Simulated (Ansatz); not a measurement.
Reaction (silylene formation by 1,1-elimination): `O[SiH](O)N[SiH2]Cl` → `N[SiH](O)O` + `[SiH]Cl`

Program: Ansatz. Geometries: PBE0-D4/def2-TZVP. ΔE: electronic, gas phase. CBS: MP2 limit from def2 TZ/QZ plus the TZ coupled-cluster correction, frozen cores. This one scheme is used for every species. Functionals use def2-TZVPP. Each species was taken in one conformer, which may not be the lowest.

(1) Is it downhill or uphill in electronic energy at CCSD(T)/CBS, and by how much? (Best estimate.)

(2) What do these levels give: PBE0-D4, ωB97M-V, PBE, r2SCAN, PBE0, SCS-MP2/def2-TZVPP, CCSD/def2-TZVPP, CCSD(T)/def2-TZVPP, HF/def2-QZVPP, MP2/def2-QZVPP, HF/CBS(def2), MP2/CBS(def2)? (An estimate is asked.)

Largest T1 diagnostic among the species: 0.013.

## Answers

(1) Computed: Uphill: ΔE = +2.79 eV.

(2) Computed: PBE0-D4 2.84, ωB97M-V 2.73, PBE 2.53, r2SCAN 2.90, PBE0 2.72, SCS-MP2/def2-TZVPP 2.83, CCSD/def2-TZVPP 2.71, CCSD(T)/def2-TZVPP 2.74, HF/def2-QZVPP 2.69, MP2/def2-QZVPP 2.98, HF/CBS(def2) 2.69, MP2/CBS(def2) 3.00 eV.

The D4 term adds +0.22 eV with B3LYP and +0.12 eV with PBE0; it sums over pairs of atoms, weighted by their polarisabilities, and B3LYP, whose exchange is more repulsive, gets the larger term. From PBE to PBE0 (25 % exact exchange), in def2-TZVPP and without D4, ΔE moves by +0.18 eV. In def2-TZVPP, CCSD(T) changes the Hartree–Fock value by +0.06 eV (the triples alone add +0.03 eV) and MP2 by +0.26 eV.

B3LYP here is the variant with VWN-RPA as its local correlation; programs differ in this.
